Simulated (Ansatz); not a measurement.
Basis sets compared for In5P4H16⁻, a cluster cut from zinc blende InP (hydrogen-capped). Charge -1, multiplicity 1. Geometry PBE-D4/def2-SVP. Ansatz on 2 threads of AMD EPYC 7R13 on a shared host and a share (18 GiB) of an NVIDIA H100 80GB HBM3; times are rough, and most runs start from earlier orbitals.

```
atom    x (Å)    y (Å)    z (Å)
 In1  -2.9952  -0.9864  -0.7541
 In2  -0.5964  -1.4425   2.8410
 In3   1.2601  -2.2513  -1.1267
 In4   0.3695   1.8437  -2.6405
 In5   2.7713   1.3868   0.9516
  P6  -0.9058  -2.0622   0.3420
  P7  -1.8576   1.3556  -1.2780
  P8   0.6036   0.8863   2.4027
  P9   1.8954   0.2921  -1.2300
 H10  -4.2577  -0.6616   0.4176
 H11  -3.3262  -1.6800  -2.3272
 H12  -2.1214  -1.0630   3.6173
 H13   0.6276  -2.4350   3.6039
 H14   0.7892  -2.7670  -2.7375
 H15   2.4880  -3.0871  -0.1906
 H16   0.0702   1.1762  -4.2309
 H17   0.7360   3.5384  -2.3832
 H18   4.0314   0.4233   1.6923
 H19   2.8745   3.1316   0.8179
 H20  -1.3248  -3.4313   0.4486
 H21  -2.8780   2.2132  -1.8110
 H22  -1.7284   2.0405  -0.0256
 H23   0.7965   1.5099   3.6816
 H24  -0.4097   1.7926   1.9480
 H25   3.0883   0.2771  -2.0291
```

In the def2 sets In takes a core potential; there is no spin–orbit coupling. Single mean-field runs in def2-TZVP are fitted with def2-universal-jkfit.

```json
{"level": "PBE-D4/def2-SVP", "functions": "282", "energy (Eh)": "-2324.7644", "HOMO (eV)": "-2.93", "LUMO (eV)": "1.41", "wall time": "8.5 s"}
{"level": "PBE0-D4/def2-SVP", "functions": "282", "energy (Eh)": "-2324.9141", "HOMO (eV)": "-3.95", "LUMO (eV)": "2.08", "wall time": "12 s"}
```

Problem. Estimate the rows for PBE-D4/def2-TZVP (with forces), PBE0-D4/def2-TZVP.

Solution. 
```json
{"level": "PBE-D4/def2-TZVP (with forces)", "functions": "494", "energy (Eh)": "-2325.2861", "HOMO (eV)": "-3.04", "LUMO (eV)": "1.20", "wall time": "13 s"}
{"level": "PBE0-D4/def2-TZVP", "functions": "494", "energy (Eh)": "-2325.4212", "HOMO (eV)": "-4.03", "LUMO (eV)": "1.86", "wall time": "13 s"}
```
